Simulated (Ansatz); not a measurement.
Start from `[F][In]([Br])[Br]` and change one element to get `[F][Ga]([Br])[Br]`.

Ansatz, PBE0-D4/def2-TZVP geometries, multiplicity 1. 

Elements past krypton have def2 core potentials. Scalar relativity is left out up to krypton.

```
                                                                                  property  `[F][In]([Br])[Br]`
                                                       HOMO energy (B3LYP/def2-TZVPP) / eV                -8.71
                                                       HOMO–LUMO gap (PBE/def2-TZVPP) / eV                 3.79
ideal-gas entropy at 298 K and 1 bar (rigid rotor, harmonic PBE0-D4/def2-TZVP) / J/(mol·K)                  362
                                          size of the dipole moment (B3LYP/def2-TZVPP) / D                 1.38
                                        size of the dipole moment (ωB97M-V/def2-TZVPP) / D                 1.30
                                            zero-point energy (PBE0-D4/def2-TZVP) / kJ/mol                  8.5
```

(1) Give the same properties after the change, and the shifts. (Best estimate.)

## Answers

(1) Computed: 
| property | `[F][Ga]([Br])[Br]` | shift |
| --- | --- | --- |
| HOMO energy (B3LYP/def2-TZVPP) / eV | -8.73 | -0.02 |
| HOMO–LUMO gap (PBE/def2-TZVPP) / eV | 4.60 | 0.81 |
| ideal-gas entropy at 298 K and 1 bar (rigid rotor, harmonic PBE0-D4/def2-TZVP) / J/(mol·K) | 347 | -15 |
| size of the dipole moment (B3LYP/def2-TZVPP) / D | 1.15 | -0.23 |
| size of the dipole moment (ωB97M-V/def2-TZVPP) / D | 1.08 | -0.22 |
| zero-point energy (PBE0-D4/def2-TZVP) / kJ/mol | 10.3 | 1.8 |

Dipoles are sizes alone; their direction can turn.

B3LYP here is the variant with VWN-RPA as its local correlation; programs differ in this.

Spin–orbit coupling is left out; it splits and shifts lone-pair levels of the heavy atoms by tenths of an eV.
